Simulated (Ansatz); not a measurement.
CH$_{3}$Cl$_{2}$OTa, SMILES `[CH3][Ta](=[O])([Cl])[Cl]`, relaxed with RKS PBE0-D4/def2-TZVP in the Gaussian-basis code of Ansatz from a PBE-D4/def2-SVP geometry. The force threshold is 0.005 eV/Å; the program also tests the step.

Total charge 0; spin multiplicity 1. Ta: def2 effective core potential.

Start:

```xyz
8

C    -0.680   -0.849   -0.348
Ta    0.568    0.762    0.298
O    -0.499    2.110    0.135
Cl    1.049    0.419    2.538
Cl    2.302    0.956   -1.225
H    -0.131   -1.814   -0.303
H    -1.585   -0.912    0.294
H    -1.024   -0.671   -1.390
```

How much energy does the relaxation release, and in how many steps? (Best estimate.)

Computed: 0.04 eV, in 5 steps.

Which bonds change most? (Estimate.)

Ansatz gave: Ta2–Cl4 from 2.316 to 2.294 Å; Ta2–Cl5 from 2.316 to 2.294 Å; Ta2–O3 from 1.727 to 1.705 Å; C1–H6 from 1.112 to 1.095 Å.

Give the relaxed structure. (Estimate.)

Ansatz gave: 
```xyz
8

C    -0.684   -0.851   -0.349
Ta    0.549    0.766    0.292
O    -0.490    2.109    0.138
Cl    1.065    0.424    2.501
Cl    2.294    0.950   -1.186
H    -0.139   -1.799   -0.303
H    -1.575   -0.918    0.284
H    -1.021   -0.681   -1.377
```
